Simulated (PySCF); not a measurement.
SMILES [BeH][Si](C)(C)C (GFN2-xTB optimised geometry):

```
15

Be    -1.327    -1.866     1.624
H     -1.862    -2.543     2.588
Si    -0.408    -0.701     0.000
C     -0.856     1.171     0.000
C     -0.857    -1.270    -1.783
C      1.517    -0.701     0.000
H     -0.375     1.710    -0.812
H     -1.929     1.317    -0.103
H     -0.554     1.647     0.930
H     -1.930    -1.218    -1.952
H     -0.554    -2.300    -1.954
H     -0.378    -0.658    -2.543
H      1.909    -1.710    -0.101
H      1.909    -0.295     0.929
H      1.929    -0.108    -0.813
```

Level of theory: PBE0/def2-TZVP run with PySCF.

Q: What are the frontier orbital energies and the dipole moment?

A: HOMO-2 -8.15 eV, HOMO-1 -8.14 eV, HOMO -7.31 eV, LUMO -1.26 eV, LUMO+1 -1.26 eV; dipole moment 0.02 D.

On the same geometry PBE/def2-TZVP in PySCF gives HOMO-2 -6.90 eV, HOMO-1 -6.90 eV, HOMO -6.18 eV, LUMO -2.06 eV, LUMO+1 -2.05 eV; dipole moment 0.13 D.

Meta-Löwdin charges at PBE0/def2-TZVP: Be1 0.96, H2 -0.52, Si3 0.23, C4 -0.59, C5 -0.59, C6 -0.59, H7 0.12, H8 0.12, H9 0.12, H10 0.12, H11 0.12, H12 0.12, H13 0.12, H14 0.12, H15 0.12.
